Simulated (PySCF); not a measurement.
A mixed set of molecules. Computed with TDDFT B3LYP/def2-SVPD, vertical, gas phase, core orbitals frozen in the response (PySCF). Geometries: PBE0-D3(BJ)/def2-SVP; one conformer of each isolated species. Triplets are in the Tamm–Dancoff approximation. Atoms past krypton carry core potentials; spin–orbit coupling is left out.

Question: Rank by computed lowest singlet excitation energy, highest first.
A. `BC#CC=C`
B. `C#CBC=C`
C. `FB1SCCS1`
D. `[H][In]([H])[OH]`
E. `C=CSCC#CC`

Answer: C (5.32 eV), D (5.17 eV), E (4.86 eV), B (3.83 eV), A (3.32 eV).

```csv
SMILES,S1 (eV),LUMO (eV),first f ≥ 0.01 (nm),T1 (eV),α (au),gap (eV),S1 mainly
FB1SCCS1,5.32,-0.55,221,4.80,75.1,6.40,H→L+1 (97%)
[H][In]([H])[OH],5.17,-1.85,226,4.79,43.5,6.25,H-1→L (99%)
C=CSCC#CC,4.86,-0.33,255,–,98.7,5.72,H→L+1 (49%)
C#CBC=C,3.83,-2.60,260,3.31,63.8,5.10,H→L (98%)
BC#CC=C,3.32,-2.77,277,2.80,73.7,4.65,H→L (67%)
```

H and L stand for HOMO and LUMO; a dash means that no computed state gives the value.

- `FB1SCCS1`: Löwdin shares by element: HOMO sulfur 74%, boron 9%, carbon 6% or more; LUMO (one of a set within 0.03 eV) sulfur 42%, boron 38%, fluorine 13%.
- `[H][In]([H])[OH]`: Löwdin shares by element: HOMO (one of a set within 0.03 eV) oxygen 86%, hydrogen 7% or more, indium 7%; LUMO indium 71%, hydrogen 18% or more, oxygen 11%.
- `C=CSCC#CC`: Löwdin shares by element: HOMO sulfur 50%, carbon 42% or more; LUMO carbon 61% or more, sulfur 18% (atoms not listed hold the other 21%).
- `C#CBC=C`: Löwdin shares by element: HOMO carbon 75% or more, boron 9%, hydrogen 6% or more; LUMO carbon 47% or more, boron 30% (atoms not listed hold the other 23%).
- `BC#CC=C`: Löwdin shares by element: HOMO carbon 70% or more, boron 10% (atoms not listed hold the other 20%); LUMO carbon 49% or more, boron 29% (atoms not listed hold the other 22%).
